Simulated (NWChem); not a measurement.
## Correlation energy of HB

```xyz
2

B      0.0000     0.0000     0.2087
H      0.0000     0.0000    -1.0435
```
Charge 0, spin multiplicity 1.

The numbers come from NWChem runs, not from measurements. The geometry was optimised at PBE0/def2-SVP, a minimum by its harmonic frequencies.

Basis set: def2-SVP. Each correlation energy counts from its own Hartree-Fock reference.

The correlated methods keep 1 core orbital frozen. The structure started from a generated list of species. No row is a measurement; the coupled-cluster row has its own basis-set and correlation limits.

### Question
For the correlation energy, CCSD+T(CCSD) gives -88.0 mHa and CCSD(T) gives -87.9 mHa. What do CCSD, CCSDT give?

### Answer
CCSD: -86.5 mHa; CCSDT: -88.3 mHa.
